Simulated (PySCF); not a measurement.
**Nuclear quadrupole coupling in `C/C=C/N(C=O)B(C)C`**

C6H12BNO.
Atom-mapped SMILES: `[CH3:1]/[CH:2]=[CH:3]/[N:4]([CH:5]=[O:6])[B:7]([CH3:8])[CH3:9]` (hydrogens: H10, H11, H12 on C1; H13 on C2; H14 on C3; H15 on C5; H16, H17, H18 on C8; H19, H20, H21 on C9)

Structure used (PBE0-D3(BJ)/def2-SVP), in Å, numbered top down from 1:
```
atom  x, y, z in Å
C1     3.5707    0.8385   -1.1797
C2     2.4029   -0.0847   -1.0963
C3     1.3281    0.1339   -0.3307
N4     0.2418   -0.7651   -0.1906
C5     0.5724   -2.1138   -0.0296
O6    -0.1964   -3.0356   -0.0622
B7    -1.1297   -0.2652   -0.1819
C8    -2.3449   -1.2208    0.0780
C9    -1.3408    1.2798   -0.4152
H10    3.4291    1.7309   -0.5524
H11    3.7399    1.1710   -2.2171
H12    4.4993    0.3402   -0.8547
H13    2.4374   -0.9898   -1.7150
H14    1.2542    1.0513    0.2618
H15    1.6650   -2.2496    0.1482
H16   -2.1744   -1.9181    0.9116
H17   -3.2777   -0.6616    0.2415
H18   -2.4847   -1.8756   -0.7998
H19   -0.6461    1.7262   -1.1429
H20   -2.3726    1.5092   -0.7185
H21   -1.1744    1.8074    0.5438
```

Field gradients from the PBE0/pcSseg-1 density (PySCF, non-relativistic), principal values in atomic units, ordered |Vxx| ≤ |Vyy| ≤ |Vzz|:

```json
{"atom": "N4", "Vxx": "0.0150", "Vyy": "0.5029", "Vzz": "-0.5179"}
{"atom": "O6", "Vxx": "0.6081", "Vyy": "1.1679", "Vzz": "-1.7759"}
{"atom": "B7", "Vxx": "-0.1521", "Vyy": "-0.3273", "Vzz": "0.4794"}
```

**Question.** Find the asymmetry η = (Vxx − Vyy)/Vzz and the couplings χ = eQV/h (234.96 MHz × Q in barn × V in au), with Q(14N) = 0.02044 b, Q(17O) = −0.0256 b, Q(11B) = 0.04059 b.

**Answer.** 
```tsv
atom	environment	nucleus	η	χzz (MHz)	χxx (MHz)	χyy (MHz)
N4	amide nitrogen	14N	0.94	-2.487	0.072	2.415
O6	amide oxygen	17O	0.32	10.68	-3.66	-7.02
B7	three-coordinate boron	11B	0.37	4.572	-1.451	-3.122
```

At N4 η is above 0.9: Vyy and Vzz are nearly equal in size and opposite in sign, so a small change could swap them and flip the sign of χzz. The tensor is traceless: Vxx + Vyy + Vzz = 0.

**Question.** What is Vzz at B7 in SI units (1 au = 9.71736 × 10²¹ V/m²)?

**Answer.** 0.4794 au = 4.659 × 10²¹ V/m².

Were the hydrogens deuterons (Q(2H) = 0.00286 b), χzz would run from 170 kHz (H15) to 201 kHz (H20, H17 and H16).

Isolated species at its PBE0-D3(BJ)/def2-SVP geometry (one conformer only). A larger basis could move these couplings by a tenth or more.
